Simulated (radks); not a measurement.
Al12+, configuration 1s1. Method: non-relativistic Kohn-Sham, PBEsol, spin-polarised, spherical densities, point nucleus; open shells are filled with parallel spins first; computed with a radial shooting solver on a logarithmic mesh with Libxc functionals.

Unscreened Slater integrals over Kohn-Sham orbitals (hartree). They are taken over the spin-up orbitals. Empty in this configuration: 2p.

integral,value
"F0(1s,1s)",8.1051
"F0(1s,2p)",3.0715
"G1(1s,2p)",0.62294
"F0(2p,2p)",2.2900
"F2(2p,2p)",1.1052
